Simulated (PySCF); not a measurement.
## Frontier orbitals and the lowest excitations

Species: Ge₂H₁₁NSi₂.
Z-matrix (Å and degrees, PBE0-D3(BJ)/def2-SVP geometry), rows numbered from 1:
```
Si
N   1  1.7494
Si  2  1.7490  1  122.91
Ge  2  1.8687  1  117.91  3  -168.97
Ge  4  2.4257  2  109.55  1    89.05
H   1  1.4954  2  109.93  3  -140.76
H   1  1.4932  2  108.84  3   -20.28
H   1  1.4991  2  112.47  3    99.87
H   3  1.4990  2  112.73  1   -95.19
H   3  1.4929  2  109.14  1    25.25
H   3  1.4957  2  109.37  1   145.66
H   4  1.5422  2  106.41  1   -31.28
H   4  1.5417  2  107.15  1  -149.25
H   5  1.5393  4  109.36  2   -60.86
H   5  1.5392  4  109.81  2    58.40
H   5  1.5403  4  111.08  2   178.87
```

Method used: TDDFT CAM-B3LYP/def2-SVPD, vertical, gas phase, core orbitals frozen in the response (PySCF 2.14.0, density-fitted response routines). Relativistic effects, spin–orbit coupling among them, are left out although an element past zinc is present.

Frontier orbitals with the atoms that hold most of them (Löwdin shares over 4%, at most four atoms; ? is withheld):

```
orbital  ε (eV)                              atoms
 HOMO-3  -10.75   N2 19%, Si1 16%, H7 16%, Ge4 10%
 HOMO-2  -10.61  Ge4 16%, Si3 12%, Si1 11%, H12 9%
 HOMO-1   -9.94                                  ?
   HOMO   -8.45   N2 42%, Ge5 12%, Ge4 11%, Si1 6%
   LUMO    0.50                                  ?
 LUMO+1    0.71  Ge5 39%, Ge4 12%, H14 10%, H15 9%
 LUMO+2    0.83   Ge4 24%, Ge5 21%, H13 8%, H12 8%
```

(1) Give the leading atoms of the LUMO.

(2) Give the leading atoms of the HOMO-1.

(3) The HOMO–LUMO gap is 8.95 eV. Where does the response calculation put the lowest singlet, and from which orbitals?

Results:

(1) Ge4 (bonded to Ge, N and 2 H) 20%; Si1 (bonded to N and 3 H) 12%; Si3 (bonded to N and 3 H) 12%; Ge5 (bonded to Ge and 3 H) 11%. By element: germanium 31%, silicon 24%.

(2) Ge4 (bonded to Ge, N and 2 H) 21%; Ge5 (bonded to Ge and 3 H) 20%; N2 (bonded to Ge and 2 Si) 12%; Si1 (bonded to N and 3 H) 7%. By element: germanium 42%, nitrogen 12%, silicon 7% or more.

(3) S1 is at 5.73 eV (f = 0.0043), 3.22 eV below the gap, made of HOMO→LUMO (95%). 

Next come S2 at 6.48 eV (f 0.025), HOMO→LUMO+1 (40%), HOMO→LUMO+2 (31%), HOMO→LUMO+3 (18%); S3 at 6.61 eV (f 0.205), HOMO→LUMO+2 (57%), HOMO→LUMO+1 (30%); S4 at 6.71 eV (f 0.030), HOMO→LUMO+4 (57%), HOMO→LUMO+3 (26%); S5 at 6.94 eV (f 0.025), HOMO→LUMO+3 (36%), HOMO→LUMO+4 (23%), HOMO→LUMO+1 (14%).

One conformer stands for the species.
